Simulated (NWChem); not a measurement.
System: hexane (C$_{6}$H$_{14}$); SMILES CCCCCC

Excerpt of the output:

```
             Northwest Computational Chemistry Package (NWChem) 7.3.0
             --------------------------------------------------------

                             Geometry "geometry" -> ""
                             -------------------------

 Output coordinates in angstroms (scale by  1.889725989 to convert to a.u.)

  No.       Tag          Charge          X              Y              Z
 ---- ---------------- ---------- -------------- -------------- --------------
    1 C                    6.0000     0.53058900    -2.97091200    -0.11111500
    2 C                    6.0000    -0.40084000    -1.82842900     0.26352300
    3 C                    6.0000     0.08347200    -0.46492900    -0.21428300
    4 C                    6.0000    -0.84705600     0.68091500     0.16558500
    5 C                    6.0000    -0.42264300     2.05451300    -0.34964500
    6 C                    6.0000     0.88505300     2.57617100     0.22994600
    7 H                    1.0000     0.65246900    -3.04653300    -1.20390600
    8 H                    1.0000     1.53445100    -2.82757900     0.32072800
    9 H                    1.0000     0.15106600    -3.93996900     0.24759900
   10 H                    1.0000    -1.40734700    -2.02079300    -0.14936000
   11 H                    1.0000    -0.53098300    -1.80150700     1.36024600
   12 H                    1.0000     1.09362100    -0.28217900     0.19339200
   13 H                    1.0000     0.20493900    -0.48573900    -1.31351100
   14 H                    1.0000    -0.94459800     0.71972500     1.26658000
   15 H                    1.0000    -1.85921600     0.45524600    -0.21436400
   16 H                    1.0000    -0.34887200     2.01985400    -1.45163000
   17 H                    1.0000    -1.22661300     2.77707100    -0.12832800
   18 H                    1.0000     0.84199300     2.62502300     1.33054000
   19 H                    1.0000     1.10895300     3.58956000    -0.13729700
   20 H                    1.0000     1.74090000     1.93716400    -0.03779800

 Effective nuclear repulsion energy (a.u.)     247.1654096246

                                 NWChem DFT Module
                                 -----------------

 Summary of "ao basis" -> "ao basis" (spherical)
 ------------------------------------------------------------------------------
       Tag                 Description            Shells   Functions and Types
 ---------------- ------------------------------  ------  ---------------------
 C                          def2-svp                 6       14   3s2p1d
 H                          def2-svp                 3        5   2s1p

 in cosmo_initialize ...
 calling solv_data for solv:h2o

 solvent parameters
 solvname_short: h2o
 solvname_long:  water
 dielec:       78.4000
 dielecinf:     1.7769
 aqueous SMD model solvent descriptors
 dielec:       78.4000
 sola:          0.8200

          ---------------
          -cosmo- solvent
          ---------------
 Cosmo: York-Karplus, doi: 10.1021/jp992097l
 dielectric constant -eps-     =  78.40
 screen = (eps-1)/(eps    )    =   0.98724
 surface charge correction     = lagrangian

   van der Waals surface
 --------------------------

[...]

                                COSMO-SMD solvation results
                                ---------------------------

             internal energy in gas <Psi(g)|H|Psi(g)> =      -236.843670752796
         internal energy in solvent <Psi(s)|H|Psi(s)> =      -236.843604302712
                               delta internal energy  =         0.000066450083 (    0.04 kcal/mol)
   total free energy in solvent <Psi(s)|H+V/2|Psi(s)> =      -236.845092068379
 polarization energy contribution <Psi(s)|V/2|Psi(s)> =        -0.001487765667 (   -0.93 kcal/mol)
    total free energy in solvent including G(SMD-CDS) =      -236.839835000233
                       G(SMD-CDS) energy contribution =         0.005257068147 (    3.30 kcal/mol)
     1 M fixed-concentration free energy of solvation =         0.003835752563 (    2.41 kcal/mol)

                       DFT Final Molecular Orbital Analysis
                       ------------------------------------

 Vector   23  Occ=2.000000D+00  E=-3.793523D-01
              MO Center= -2.7D-01,  5.2D-01, -4.7D-02, r^2= 4.4D+00
   Bfn.  Coefficient  Atom+Function         Bfn.  Coefficient  Atom+Function
  ----- ------------  ---------------      ----- ------------  ---------------
   120     -0.224705  14 H  s                48     -0.221989   4 C  pz
   115     -0.209407  13 H  s                34      0.206984   3 C  pz
   130     -0.207026  16 H  s                62      0.205322   5 C  pz
   121     -0.148187  14 H  s                20     -0.145513   2 C  pz
   105     -0.146182  11 H  s               116     -0.140619  13 H  s

 Vector   24  Occ=2.000000D+00  E=-3.770334D-01
              MO Center= -2.4D-01, -1.9D-01,  7.2D-03, r^2= 4.3D+00
   Bfn.  Coefficient  Atom+Function         Bfn.  Coefficient  Atom+Function
  ----- ------------  ---------------      ----- ------------  ---------------
   110      0.247421  12 H  s               125      0.225643  15 H  s
    32      0.192888   3 C  px              100      0.185764  10 H  s
    46     -0.167648   4 C  px               19     -0.159016   2 C  py
   111      0.158219  12 H  s                74     -0.156008   6 C  px
    33      0.146879   3 C  py              126      0.141314  15 H  s

 Vector   25  Occ=2.000000D+00  E=-3.699123D-01
              MO Center= -1.9D-01,  3.0D-01, -5.4D-02, r^2= 5.5D+00
   Bfn.  Coefficient  Atom+Function         Bfn.  Coefficient  Atom+Function
  ----- ------------  ---------------      ----- ------------  ---------------
    47     -0.261978   4 C  py               33      0.256943   3 C  py
    61      0.242935   5 C  py              135      0.229988  17 H  s
    19     -0.210586   2 C  py                5      0.187317   1 C  py
    32     -0.142086   3 C  px              150      0.137927  20 H  s
    36      0.133539   3 C  py              136      0.133979  17 H  s

 Vector   26  Occ=0.000000D+00  E= 1.044828D-01
              MO Center= -6.8D-02,  2.7D-01, -1.7D-02, r^2= 9.5D+00
   Bfn.  Coefficient  Atom+Function         Bfn.  Coefficient  Atom+Function
  ----- ------------  ---------------      ----- ------------  ---------------
    31      0.977084   3 C  s                73      0.934242   6 C  s
    59      0.805038   5 C  s                45      0.747867   4 C  s
     3      0.725016   1 C  s                17      0.714306   2 C  s
   116     -0.627063  13 H  s               111     -0.618068  12 H  s
   126     -0.579956  15 H  s               121     -0.562649  14 H  s

 Vector   27  Occ=0.000000D+00  E= 1.201207D-01
              MO Center=  8.1D-02, -6.1D-01, -2.0D-02, r^2= 1.3D+01
   Bfn.  Coefficient  Atom+Function         Bfn.  Coefficient  Atom+Function
  ----- ------------  ---------------      ----- ------------  ---------------
     3      1.554662   1 C  s                17      1.060834   2 C  s
    59     -1.020937   5 C  s                73     -0.849558   6 C  s
    91     -0.742161   8 H  s                96     -0.744138   9 H  s
    86     -0.728122   7 H  s               136      0.719659  17 H  s
    45     -0.613227   4 C  s               106     -0.605408  11 H  s

 Vector   28  Occ=0.000000D+00  E= 1.344995D-01
              MO Center= -4.3D-02,  2.1D-01, -2.8D-02, r^2= 8.7D+00
   Bfn.  Coefficient  Atom+Function         Bfn.  Coefficient  Atom+Function
  ----- ------------  ---------------      ----- ------------  ---------------
    73      1.563151   6 C  s               126      1.008057  15 H  s
    45     -0.865096   4 C  s               111     -0.848500  12 H  s
   151     -0.824838  20 H  s               101      0.804363  10 H  s
    59     -0.744452   5 C  s                17     -0.629718   2 C  s
    31      0.626151   3 C  s               141     -0.618205  18 H  s

     Multipole analysis of the density
     ---------------------------------

     L   x y z        total         alpha         beta         nuclear
     -   - - -        -----         -----         ----         -------
     0   0 0 0     -0.000000    -25.000000    -25.000000     50.000000

     1   1 0 0     -0.014139      0.009737      0.009737     -0.033613
     1   0 1 0      0.009642      0.001686      0.001686      0.006270
     1   0 0 1     -0.002585      0.011031      0.011031     -0.024648

     2   2 0 0    -31.000286    -69.101895    -69.101895    107.203504
     2   1 1 0      0.016719     -0.193275     -0.193275      0.403269
     2   1 0 1      0.118192     -0.144170     -0.144170      0.406533
     2   0 2 0    -31.087685   -406.096384   -406.096384    781.105084
     2   0 1 1     -0.037955     -0.519654     -0.519654      1.001352
     2   0 0 2    -30.614282    -38.152777    -38.152777     45.691271
```

Level: M05-2X/def2-SVP, SMD on the gas-phase geometry. Geometry: optimised at PBE0/def2-SVP. No frequency run checked for a minimum. Solvent: water.

Task: Reconstruct the input file.

Result: One answer among several that fit: the input that was run:
```
start job
memory heap 200 mb stack 900 mb global 1100 mb
geometry units angstroms noautosym nocenter noautoz
  C      0.530589    -2.970912    -0.111115
  C     -0.400840    -1.828429     0.263523
  C      0.083472    -0.464929    -0.214283
  C     -0.847056     0.680915     0.165585
  C     -0.422643     2.054513    -0.349645
  C      0.885053     2.576171     0.229946
  H      0.652469    -3.046533    -1.203906
  H      1.534451    -2.827579     0.320728
  H      0.151066    -3.939969     0.247599
  H     -1.407347    -2.020793    -0.149360
  H     -0.530983    -1.801507     1.360246
  H      1.093621    -0.282179     0.193392
  H      0.204939    -0.485739    -1.313511
  H     -0.944598     0.719725     1.266580
  H     -1.859216     0.455246    -0.214364
  H     -0.348872     2.019854    -1.451630
  H     -1.226613     2.777071    -0.128328
  H      0.841993     2.625023     1.330540
  H      1.108953     3.589560    -0.137297
  H      1.740900     1.937164    -0.037798
end
basis spherical
  C library def2-svp
  H library def2-svp
end
dft
  xc m05-2x
  iterations 150
end
cosmo
  do_cosmo_smd true
  solvent water
end
task dft energy
```
